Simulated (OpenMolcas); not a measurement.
## Predicting a hybrid from its neighbours: InNH3Cl

InNH3Cl: 6 atoms, total charge 0, spin state singlet. SMILES: `[NH2][InH][Cl]`. The coordinates come from a PBE0-D4/def2-TZVP relaxation.

The dipole moment y, in D, basis def2-SVPD with a core potential; a is the functional's share of exact exchange. Programs: OpenMolcas 26.06.

| functional | program | a | y (D) |
| --- | --- | --- | --- |
| BLYP | OpenMolcas | 0 | 3.10 |
| PBE | OpenMolcas | 0 | 3.11 |
| B3LYP | OpenMolcas | 0.2 | 3.16 |
| PBE0 | OpenMolcas | 0.25 | ? |
| BHLYP | OpenMolcas | 0.5 | 3.23 |

Task: Fit y = c + s·a to the known rows and predict PBE0.

Result: 
1. Means of the 4 rows: a = 0.1750, y = 3.150.
2. Σ(Δa)² = 0.1675, Σ(Δa·Δy) = 0.042, so the slope is 0.042/0.1675 = 0.25075.
3. Intercept: 3.150 − (0.25075) × 0.1750 = 3.106. The largest residual of the fit is 0.006.
4. PBE0: 3.106 + (0.25075) × 0.25 = 3.17 D.

The run gave 3.18 D, so the prediction is off by -0.01 D, at the rounding of the table. More exact exchange makes the molecule more polar here.
